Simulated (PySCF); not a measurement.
**Computed properties of C₂H₅BrTe, SMILES CC[Te]Br**

Te(Br)(Et) (C₂H₅BrTe), SMILES CC[Te]Br. Coordinates come from a B3LYP-D3(BJ)/def2-SVP optimisation. The def2 effective core potentials stand for the cores of Te; spin–orbit coupling is left out. The values are those of a single conformer. All values are computed for the isolated molecule unless a solvent is named; none is compared with measurement here.

**Structure.** All 21 harmonic modes at B3LYP-D3(BJ)/def2-SVP (PySCF) are real, so it is a minimum. With heavy atoms numbered as in [Te:1]([Br:2])[CH2:3][CH3:4], the shortest bond between them is C3–C4 at 1.518 Å and the longest Te1–Br2 at 2.552 Å.

**Vibrations.** The strongest infrared lines (harmonic, unscaled, degenerate partners summed) lie at 1213 cm⁻¹ (53 km/mol, H 74 %, C 26 %), 3025 cm⁻¹ (26 km/mol, H 97 %), 3104 cm⁻¹ (10 km/mol, H 91 %, C 9 %). The softest mode is at 68 cm⁻¹ and the zero-point energy is 41.2 kcal/mol.

**Electronic structure.** r2SCAN/def2-TZVP (PySCF) places the frontier levels at -5.36 and -3.28 eV, a gap of 2.08 eV, and gives a dipole moment of 2.60 D and a mean polarisability of 83.3 bohr³. PBE/def2-TZVP (PySCF) at the same geometry gives -5.12 and -3.36 eV, so its gap is 0.32 eV narrower. An orbital gap is neither the optical nor the fundamental gap.

**Excitations.** TDDFT-CAM-B3LYP/def2-SVPD (PySCF) has S1 at 2.07 eV (598 nm, f = 0.001, dark); the most intense of the 10 singlets computed lies at 6.41 eV (f = 0.11). T1 (TDA) is at 1.45 eV. TDDFT-PBE/def2-SVPD (PySCF) puts S1 at 1.95 eV.
